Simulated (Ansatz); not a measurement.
Basis-set series for `BN[SiH2]F`. The species carries charge 0 and has multiplicity 1. All single points use the PBE0-D4/def2-TZVP geometry. It is one conformer, not always the lowest.

```csv
functional,basis,functions,energy (Eh),HOMO (eV),LUMO (eV)
PBE0-D4,def2-SVP,85,-471.50135,-9.05,-0.29
PBE0-D4,def2-QZVPP,391,-471.85237,-9.13,-0.55
ωB97M-V,def2-SVP,85,-471.72794,-11.32,1.79
ωB97M-V,def2-QZVPP,391,-472.08507,-11.45,1.19
```

**Question.** Give the rows for def2-TZVPP. (An estimate is asked.)

**Answer.** Computed: 
| functional | basis | functions | energy (Eh) | HOMO (eV) | LUMO (eV) |
| --- | --- | --- | --- | --- | --- |
| PBE0-D4 | def2-TZVPP | 205 | -471.83118 | -9.12 | -0.50 |
| ωB97M-V | def2-TZVPP | 205 | -472.06548 | -11.44 | 1.38 |

Positive LUMOs are unbound and depend on the basis.
